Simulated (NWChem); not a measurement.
System: C$_{2}$H$_{3}$FOSi; SMILES C([Si@H](O)F)#C

Input file for NWChem:

```
start job
memory heap 200 mb stack 900 mb global 1100 mb
geometry units angstroms noautosym nocenter noautoz
  C      0.060904    -2.493002     0.205411
  C      0.012291    -1.298505    -0.021088
  Si    -0.029418     0.493136    -0.385833
  O      1.239288     1.263349     0.320075
  F     -1.430051     1.050429     0.206162
  H      0.099918    -3.550029     0.405008
  H      0.017817     0.785677    -1.829702
  H      1.459645     1.021329     1.224689
end
basis spherical
  * library cc-pvtz
end
dft
  xc xcamb88 1.00 lyp 0.81 vwn_5 0.19 hfexch 1.00
  cam 0.33 cam_alpha 0.19 cam_beta 0.46
  iterations 150
  semidirect filesize 400000000
end
property
  efieldgrad
end
task dft property
```

Parts of the log:

```
             Northwest Computational Chemistry Package (NWChem) 7.3.0
             --------------------------------------------------------

                             Geometry "geometry" -> ""
                             -------------------------

 Output coordinates in angstroms (scale by  1.889725989 to convert to a.u.)

  No.       Tag          Charge          X              Y              Z
 ---- ---------------- ---------- -------------- -------------- --------------
    1 C                    6.0000     0.06090400    -2.49300200     0.20541100
    2 C                    6.0000     0.01229100    -1.29850500    -0.02108800
    3 Si                  14.0000    -0.02941800     0.49313600    -0.38583300
    4 O                    8.0000     1.23928800     1.26334900     0.32007500
    5 F                    9.0000    -1.43005100     1.05042900     0.20616200
    6 H                    1.0000     0.09991800    -3.55002900     0.40500800
    7 H                    1.0000     0.01781700     0.78567700    -1.82970200
    8 H                    1.0000     1.45964500     1.02132900     1.22468900

 Effective nuclear repulsion energy (a.u.)     209.1234298137

                              NWChem Property Module
                              ----------------------

  itol2e modified to match energy
  convergence criterion.

                                 NWChem DFT Module
                                 -----------------

 Summary of "ao basis" -> "ao basis" (spherical)
 ------------------------------------------------------------------------------
       Tag                 Description            Shells   Functions and Types
 ---------------- ------------------------------  ------  ---------------------
 C                          cc-pvtz                 10       30   4s3p2d1f
 Si                         cc-pvtz                 12       34   5s4p2d1f
 O                          cc-pvtz                 10       30   4s3p2d1f
 F                          cc-pvtz                 10       30   4s3p2d1f
 H                          cc-pvtz                  6       14   3s2p1d

  itol2e modified to match energy
  convergence criterion.

            General Information
            -------------------
          SCF calculation type: DFT
          Wavefunction type:  closed shell.
          No. of atoms     :     8
          No. of electrons :    46
           Alpha electrons :    23
            Beta electrons :    23
          Charge           :     0
          Spin multiplicity:     1
          Use of symmetry is: off; symmetry adaption is: off
          Maximum number of iterations: 150
          AO basis - number of functions:   196
                     number of shells:    70
          Convergence on energy requested:  1.00D-07
          Convergence on density requested:  1.00D-05
          Convergence on gradient requested:  5.00D-04

              XC Information
              --------------
                     Hartree-Fock (Exact) Exchange  1.000
                   CAM-Becke88 Exchange Functional  1.000
                      VWN V Correlation Functional  0.190 local
              Lee-Yang-Parr Correlation Functional  0.810

           Range-Separation Parameters
           ---------------------------
           Alpha           :  0.19
           Beta            :  0.46
           Gamma           :  0.33
           Short-Range HF  :     F

             Grid Information
             ----------------
          Grid used for XC integration:  fine
          Radial quadrature: Mura-Knowles
          Angular quadrature: Lebedev.
          Tag              B.-S. Rad. Rad. Pts. Rad. Cut. Ang. Pts.
          ---              ---------- --------- --------- ---------
          C                   0.70       70          11.0       590
          Si                  1.10      123          12.0       770
          O                   0.60       70          13.0       590
          F                   0.50       70          12.0       590
          H                   0.35       60          13.0       590
          Grid pruning is: on
          Number of quadrature shells:   583
          Spatial weights used:  Erf1

      Superposition of Atomic Density Guess
      -------------------------------------

 Sum of atomic energies:        -539.87397076

      Non-variational initial energy
      ------------------------------

 Total energy =    -541.537021
 1-e energy   =   -1160.612006
 2-e energy   =     409.951555
 HOMO         =      -0.365545
 LUMO         =      -0.001326

   convergence    iter        energy       DeltaE   RMS-Dens  Diis-err
 ---------------- ----- ----------------- --------- --------- ---------
 d= 0,ls=0.0,diis     1   -542.5524513794 -7.52D+02  4.28D-03  1.20D+00
 d= 0,ls=0.0,diis     2   -542.5843217389 -3.19D-02  1.80D-03  1.02D+00
 d= 0,ls=0.0,diis     3   -542.6574899941 -7.32D-02  4.54D-04  6.27D-02
 d= 0,ls=0.0,diis     4   -542.6617169354 -4.23D-03  8.56D-05  9.61D-04
 d= 0,ls=0.0,diis     5   -542.6618086888 -9.18D-05  2.95D-05  1.19D-04
  Resetting Diis
 d= 0,ls=0.0,diis     6   -542.6618193257 -1.06D-05  1.21D-05  4.09D-05
 d= 0,ls=0.0,diis     7   -542.6618238302 -4.50D-06  6.62D-06  2.21D-06
 d= 0,ls=0.0,diis     8   -542.6618235832  2.47D-07  3.61D-06  4.66D-06
 d= 0,ls=0.0,diis     9   -542.6618241142 -5.31D-07  6.41D-07  8.04D-08
 d= 0,ls=0.0,diis    10   -542.6618241249 -1.07D-08  3.41D-07  5.39D-09

         Total DFT energy =     -542.661824124928
      One electron energy =    -1164.443324135315
           Coulomb energy =      464.548936631230
    Exchange-Corr. energy =      -51.890866434508
 Nuclear repulsion energy =      209.123429813664

 Numeric. integr. density =       45.999999843910

                       DFT Final Molecular Orbital Analysis
                       ------------------------------------

 Vector   21  Occ=2.000000D+00  E=-4.245746D-01
              MO Center=  9.2D-01,  9.9D-01,  2.5D-01, r^2= 1.8D+00
   Bfn.  Coefficient  Atom+Function         Bfn.  Coefficient  Atom+Function
  ----- ------------  ---------------      ----- ------------  ---------------
   103      0.279721  4 O  py               102     -0.242816  4 O  px
   100      0.236477  4 O  py               106      0.229403  4 O  py
    99     -0.206491  4 O  px               105     -0.193094  4 O  px
   104      0.119590  4 O  pz               132     -0.104905  5 F  px
   101      0.100914  4 O  pz               107      0.094137  4 O  pz

 Vector   22  Occ=2.000000D+00  E=-3.700332D-01
              MO Center=  3.8D-02, -1.7D+00,  3.8D-02, r^2= 1.8D+00
   Bfn.  Coefficient  Atom+Function         Bfn.  Coefficient  Atom+Function
  ----- ------------  ---------------      ----- ------------  ---------------
    10      0.259959  1 C  pz                40      0.258971  2 C  pz
     7      0.213953  1 C  pz                37      0.212543  2 C  pz
    13      0.174904  1 C  pz                43      0.156905  2 C  pz
     8     -0.092809  1 C  px                38     -0.092753  2 C  px
     5     -0.076798  1 C  px                35     -0.075714  2 C  px

[...]

          -----------------------
          Electric field gradient
          -----------------------

 1 a.u. = 0.324123 10**(16) esu/cm**3  ( or statvolts/cm**2 ) = 0.97174 10**(22) v/m**2

 ------------------------------------------------------------
   Atom      X         Y         Z
 ------------------------------------------------------------
    1 C    0.11509  -4.71109   0.38817
 ------------------------------------------------------------

 Electric field gradient in molecular frame (a.u.)
         XX             YY             ZZ             XY             XZ             YZ
 ------------------------------------------------------------------------------------------
       -0.193186       0.384101      -0.190914      -0.023750       0.002813      -0.115676

 Principal components (a.u.) and orientation
 of principal axis w.r.t. absolute frame                      Asymmetry parameter eta
 --------------------------------------------------------------------------------------
        0.407446      -0.213471      -0.193975                       0.047850

       -0.039680       0.090136       0.995139
        0.981013       0.192726       0.021660
       -0.189837       0.977104      -0.096072

 ------------------------------------------------------------
   Atom      X         Y         Z
 ------------------------------------------------------------
    2 C    0.02323  -2.45382  -0.03985
 ------------------------------------------------------------

 Electric field gradient in molecular frame (a.u.)
         XX             YY             ZZ             XY             XZ             YZ
 ------------------------------------------------------------------------------------------
       -0.201837       0.382514      -0.180677      -0.021741       0.002416      -0.106834

 Principal components (a.u.) and orientation
 of principal axis w.r.t. absolute frame                      Asymmetry parameter eta
 --------------------------------------------------------------------------------------
        0.402886      -0.203386      -0.199500                       0.009645

       -0.036059       0.896028      -0.442530
        0.982986       0.111609       0.145885
       -0.180107       0.429740       0.884808

 ------------------------------------------------------------
   Atom      X         Y         Z
 ------------------------------------------------------------
    3 Si  -0.05559   0.93189  -0.72912
 ------------------------------------------------------------

 Electric field gradient in molecular frame (a.u.)
         XX             YY             ZZ             XY             XZ             YZ
 ------------------------------------------------------------------------------------------
       -0.334174      -0.004255       0.338429       0.098970       0.130743      -0.200755

 Principal components (a.u.) and orientation
 of principal axis w.r.t. absolute frame                      Asymmetry parameter eta
 --------------------------------------------------------------------------------------
        0.439152      -0.408422      -0.030730                       0.860048

        0.104615       0.903898       0.414758
       -0.390717      -0.346158       0.852945
        0.914547      -0.251283       0.316955

 ------------------------------------------------------------
   Atom      X         Y         Z
 ------------------------------------------------------------
    4 O    2.34191   2.38738   0.60485
 ------------------------------------------------------------

 Electric field gradient in molecular frame (a.u.)
         XX             YY             ZZ             XY             XZ             YZ
 ------------------------------------------------------------------------------------------
        0.269172       0.727047      -0.996219      -0.258483      -0.787779       0.255420

 Principal components (a.u.) and orientation
 of principal axis w.r.t. absolute frame                      Asymmetry parameter eta
 --------------------------------------------------------------------------------------
       -1.380778       1.036062       0.344717                       0.500692

        0.422764      -0.580353       0.696032
       -0.057749       0.749231       0.659786
        0.904398       0.319129      -0.283233

 ------------------------------------------------------------
   Atom      X         Y         Z
 ------------------------------------------------------------
    5 F   -2.70240   1.98502   0.38959
 ------------------------------------------------------------

 Electric field gradient in molecular frame (a.u.)
         XX             YY             ZZ             XY             XZ             YZ
 ------------------------------------------------------------------------------------------
       -0.703903       0.388878       0.315025       0.507137       0.512605      -0.256072

 Principal components (a.u.) and orientation
 of principal axis w.r.t. absolute frame                      Asymmetry parameter eta
 --------------------------------------------------------------------------------------
       -1.128822       0.617495       0.511327                       0.094052

        0.861496       0.138895       0.488398
       -0.349944       0.859360       0.372881
       -0.367918      -0.492148       0.788940

 ------------------------------------------------------------
   Atom      X         Y         Z
 ------------------------------------------------------------
    6 H    0.18882  -6.70858   0.76535
 ------------------------------------------------------------

 Electric field gradient in molecular frame (a.u.)
         XX             YY             ZZ             XY             XZ             YZ
 ------------------------------------------------------------------------------------------
        0.152105      -0.288383       0.136277       0.016476      -0.003204       0.083288

 Principal components (a.u.) and orientation
 of principal axis w.r.t. absolute frame                      Asymmetry parameter eta
 --------------------------------------------------------------------------------------
       -0.304750       0.152732       0.152018                       0.002345

       -0.036715       0.991898       0.121619
        0.981920       0.013192       0.188837
       -0.185702      -0.126353       0.974448

 ------------------------------------------------------------
   Atom      X         Y         Z
 ------------------------------------------------------------
    7 H    0.03367   1.48471  -3.45764
 ------------------------------------------------------------

 Electric field gradient in molecular frame (a.u.)
         XX             YY             ZZ             XY             XZ             YZ
 ------------------------------------------------------------------------------------------
        0.069906       0.062294      -0.132200      -0.001394       0.006214       0.040241

 Principal components (a.u.) and orientation
 of principal axis w.r.t. absolute frame                      Asymmetry parameter eta
 --------------------------------------------------------------------------------------
       -0.140390       0.070378       0.070012                       0.002609

       -0.030261      -0.488303       0.872149
       -0.194851       0.858691       0.474007
        0.980366       0.155595       0.121131

 ------------------------------------------------------------
   Atom      X         Y         Z
 ------------------------------------------------------------
    8 H    2.75833   1.93003   2.31433
 ------------------------------------------------------------

 Electric field gradient in molecular frame (a.u.)
         XX             YY             ZZ             XY             XZ             YZ
 ------------------------------------------------------------------------------------------
        0.195471       0.197585      -0.393056       0.030693      -0.164085       0.166842

 Principal components (a.u.) and orientation
 of principal axis w.r.t. absolute frame                      Asymmetry parameter eta
 --------------------------------------------------------------------------------------
       -0.478094       0.250986       0.227108                       0.049944

        0.240029      -0.613672       0.752192
       -0.242979       0.712201       0.658583
        0.939865       0.340846      -0.021839
```

Level: CAM-B3LYP/cc-pVTZ. Geometry: optimised at PBE0/def2-SVP. NWChem prints the field gradient with the sign opposite to the second derivative of the potential.
